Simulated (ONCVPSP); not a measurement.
# molybdenum (Mo), ONCV: configuration errors across variants

| Property | Result |
| --- | --- |
| Element | molybdenum |
| Generator | ONCVPSP 4.0.1 |
| Type | optimised norm-conserving Vanderbilt (ONCV) |
| Functional | PBE |
| Relativity | fully relativistic |
| Frozen core | [Ar] 3d10 |
| Valence charge | 14 |
| Reference configuration | 4s2 4p6 4d5 5s0.5 (charge +0.5) |
| Partial waves | 4s+5s: rc 1.85 bohr, ncon 3, nbas 7, qcut 4.9 1/bohr, 2 projectors; 4p: rc 1.40 bohr, ncon 3, nbas 7, qcut 6.8 1/bohr, 2 projectors, debl 2.5 Ha; 4d: rc 1.85 bohr, ncon 4, nbas 9, qcut 9.6 1/bohr, 2 projectors, debl 0.6 Ha |
| Local potential | polynomial inside 0.90 bohr (lpopt 5, dvloc0 3 Ha) |
| Core correction | none |

Open shells are filled in proportion to 2j + 1.

All-electron excitation energies from the reference (eV): (1) 4s2 4p6 4d5 5s1 -2.727; (2) 4s2 4p6 4d5 5s0 4.164; (3) 4s2 4p6 4d4 5s0 19.625; (4) 4s1 4p6 4d5 5s1 67.460.

2 further variants failed, have other tests or another functional or relativity, and are left out.

Errors AE − PS in meV (a dash: test not solved or not reliable):

| change | (1) | (2) | (3) | (4) | bound ghosts | GHOST(+) flags above zero |
| --- | --- | --- | --- | --- | --- | --- |
| base | -0.3 | -0.3 | +0.4 | -299 | none | s |
| d: rc 1.26 | -0.3 | -0.2 | +1.2 | -297 | none | s |
| core correction polynomial model core, fcfact 0.55 | -0.5 | -0.5 | +0.3 | -395 | none | s |
| local potential polynomial inside 1.05 bohr (lpopt 5, dvloc0 3 Ha) | -0.3 | -0.2 | +0.4 | -302 | none | none |
| s: qcut 5.1; p: qcut 7; d: qcut 9.9 | -0.3 | -0.2 | +0.3 | -286 | none | s |

(1) Give the same row for: d: nbas 7.

Answers

(1) -0.3, -0.3, +0.3, -299; bound ghosts: none; GHOST(+) flags above zero: s.
